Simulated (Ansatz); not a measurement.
Program: Ansatz. Geometries: PBE0-D4/def2-TZVP. ΔE: electronic, gas phase. CCSD(T)/CBS adds triple-zeta CCSD(T) − MP2 to the extrapolated MP2 energy (def2 sets, frozen cores). This one scheme is used for every species. Functionals use def2-TZVPP. B3LYP here is the variant with VWN-RPA as its local correlation; programs differ in this. For Ga outer-core shells are correlated without core-valence functions, which leaves a few kJ/mol of doubt a bond. Scalar relativity is left out up to krypton. Each species was taken in one conformer, which may not be the lowest.

Reaction (formal hydrolysis of a Ga–N bond): `[NH2][Ga]([NH2])[OH]` + H₂O → `[NH2][Ga]([OH])[OH]` + NH₃

`[NH2][Ga]([NH2])[OH]`:

```xyz
9

N    -0.394   -1.071    1.377
Ga    0.055    0.185    0.147
N     0.029   -0.108   -1.649
O     0.543    1.770    0.815
H    -0.126   -0.929    2.337
H    -0.397   -2.049    1.144
H     0.016    0.663   -2.295
H    -0.471   -0.896   -2.029
H     0.744    2.434    0.154
```

H₂O:

Z-matrix (Å, degrees):
```
O
H 1 0.960
H 1 0.960 2 105.1
```

`[NH2][Ga]([OH])[OH]`:

```xyz
8

N     1.118   -0.976   -0.391
Ga   -0.250    0.090    0.123
O    -1.350   -0.467    1.403
O    -0.654    1.659   -0.626
H     1.386   -1.754    0.189
H     1.904   -0.615   -0.906
H    -2.076    0.141    1.554
H    -0.078    1.922   -1.346
```

NH₃:

Cartesian coordinates in Å:
```
N -0.229 0.117 -0.116
H -0.428 -0.267 0.799
H 0.137 -0.639 -0.682
H 0.520 0.789 -0.001
```

```csv
level,ΔE (kJ/mol),difference from CCSD(T)/CBS
PBE-D4,-25.8,-5.6
B3LYP-D4,-26.3,-6.1
PBE-QIDH,-24.5,-4.3
BLYP,-31.6,-11.4
BHLYP,-27.6,-7.4
HF/def2-SVP,-31.0,-10.8
CCSD/def2-SVP,-32.1,-11.9
SCS-MP2/def2-TZVPP,-27.3,-7.1
SCS-MP2/def2-QZVPP,-24.4,-4.2
MP2/CBS(def2),-19.8,0.4
CCSD(T)/CBS,-20.2,0
```

Largest T1 diagnostic among the species: 0.013.

From BLYP to BHLYP (50 % exact exchange), in def2-TZVPP and without D4, ΔE moves by +4.0 kJ/mol. Leaving LDA and LC-ωPBE aside and taking each functional with its dispersion term where it has one, the values, not all of them listed here, spread over 8.8 kJ/mol, from B97M-V to PBE0-D4. LDA lies +5.6 kJ/mol from PBE without D4.
